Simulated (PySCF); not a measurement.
- PBE0/pcSseg-1 with gauge-including orbitals
- geometry from GFN2-xTB
- program: PySCF
- a single conformation, fast rotation and ring inversion assumed for equivalent nuclei, in vacuum, no relativistic terms

Referencing at the same level of theory: 1H, 13C vs TMS. Shifts are as computed. Against solution values, carbons near 30 ppm lie about +3 ppm off and those near 130 ppm about +5 ppm; carbons on Cl a further +6 ppm. Of 1211 compounds with measured shifts, 218 miss one by over three times the rms of a fit or turn the order of signals round; such compounds aren't used in these exercises. Carbons bonded to Cl come out too deshielded.

(1) Order these molecules by the shift of their most shielded carbon, lowest δ first.
A. COC1=C(c2ccccc2)P1
B. CO[C@H](C)C(F)(F)C(F)(F)F
C. C#C/C(Cl)=C(/C=C)CC=C
D. C=Cc1occ(C)p1
E. Cc1ccc(/C=C/Cl)cc1

(2) Order these molecules by the shift of their most shielded carbon-bound hydrogen, lowest δ first.
A. CO[C@H](C)C(F)(F)C(F)(F)F
B. Cc1ccc(/C=C/Cl)cc1
C. C#C/C(Cl)=C(/C=C)CC=C
D. COC1=C(c2ccccc2)P1

(3) How many 13C and 1H signals does each give (equivalence by symmetry and fast rotation, but not about amide C–N or C=N bonds)? `C#C/C(Cl)=C(/C=C)CC=C`, `C=Cc1occ(C)p1`, `CO[C@H](C)C(F)(F)C(F)(F)F`, `Cc1ccc(/C=C/Cl)cc1`, `COC1=C(c2ccccc2)P1`

Results:

(1) D (14.5 ppm, methyl carbon on an aromatic ring), B (18.7 ppm, methyl carbon), E (24.0 ppm, methyl carbon on an aromatic ring), C (40.2 ppm, allylic sp3 CH2), A (62.2 ppm, methyl carbon bonded to O).

(2) A (1.51 ppm, hydrogen on a methyl carbon), B (2.47 ppm, hydrogen on a methyl carbon on an aromatic ring), C (3.42 ppm, hydrogen on an allylic sp3 CH2), D (4.29 ppm, hydrogen on a methyl carbon bonded to O).

(3) C#C/C(Cl)=C(/C=C)CC=C: 9 C, 8 H; C=Cc1occ(C)p1: 6 C, 5 H; CO[C@H](C)C(F)(F)C(F)(F)F: 5 C, 3 H; Cc1ccc(/C=C/Cl)cc1: 7 C, 5 H; COC1=C(c2ccccc2)P1: 7 C, 5 H.
